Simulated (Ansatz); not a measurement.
```yaml
crystal:
  periodic: [true, true, true]
  atoms:
    - {symbol: C, position_ang: [2.473637, 1.874292, 1.852627]}
    - {symbol: O, position_ang: [1.334734, 1.214052, 1.237984]}
    - {symbol: Hf, position_ang: [-0.017239, -0.032985, 0.393933]}
    - {symbol: C, position_ang: [-1.943895, 0.389150, 1.698479]}
    - {symbol: N, position_ang: [-0.571632, 0.813883, -1.500751]}
    - {symbol: C, position_ang: [-0.905862, 0.302053, -2.879345]}
    - {symbol: C, position_ang: [-0.676927, 2.330452, -1.446752]}
    - {symbol: C, position_ang: [-0.637576, -2.560946, 0.978200]}
    - {symbol: C, position_ang: [0.729279, -2.318434, 1.498778]}
    - {symbol: C, position_ang: [1.630146, -2.101893, 0.342407]}
    - {symbol: C, position_ang: [0.819235, -2.207907, -0.893603]}
    - {symbol: C, position_ang: [-0.580492, -2.495583, -0.499501]}
    - {symbol: H, position_ang: [2.919480, 2.665621, 1.145259]}
    - {symbol: H, position_ang: [2.159693, 2.402962, 2.825321]}
    - {symbol: H, position_ang: [3.304706, 1.119446, 2.110878]}
    - {symbol: H, position_ang: [-2.888054, -0.131195, 1.298226]}
    - {symbol: H, position_ang: [-1.819117, 0.074040, 2.798741]}
    - {symbol: H, position_ang: [-2.156897, 1.522096, 1.696344]}
    - {symbol: H, position_ang: [-1.980464, 0.592049, -3.190718]}
    - {symbol: H, position_ang: [-0.827337, -0.839007, -2.929599]}
    - {symbol: H, position_ang: [-0.196847, 0.740204, -3.681189]}
    - {symbol: H, position_ang: [-1.748001, 2.691134, -1.684546]}
    - {symbol: H, position_ang: [-0.408040, 2.734122, -0.403364]}
    - {symbol: H, position_ang: [0.037517, 2.836225, -2.201311]}
    - {symbol: H, position_ang: [-1.563744, -2.750366, 1.602751]}
    - {symbol: H, position_ang: [1.029078, -2.282762, 2.592762]}
    - {symbol: H, position_ang: [2.740851, -1.876702, 0.394138]}
    - {symbol: H, position_ang: [1.204493, -2.081186, -1.952662]}
    - {symbol: H, position_ang: [-1.460726, -2.622813, -1.203499]}
basis:
  gaussian: {orbitals: def2-mTZVPP, fitting: {mean_field: cc-pVTZ-jkfit}}
hamiltonian: {xc: {name: PBE-QIDH}}
```

```sh
$ ansatz run in.yaml --threads 11 --pin off --events-out ev --progress --plain --max-ram 174080MiB --backend cuda --devices 0, --max-vram 75GiB
```

It prints (some lines left out):

```
Error: YAML parse error: error: line 2 column 3: crystal: missing field `lattice` (a structure is typed as `lattice` and `atoms`, a molecule's as `atoms` in Å alone, or read from a run's directory, `checkpoint`)
 --> <input>:2:3
1 | crystal:
2 |   periodic: [true, true, true]
3 |   atoms:
4 |     - {symbol: C, position_ang: [2.473637, 1.874292, 1.852627]}
```

Task: Something in this input is off. What?

Result: The molecule is marked periodic without a cell. The program refused the input.
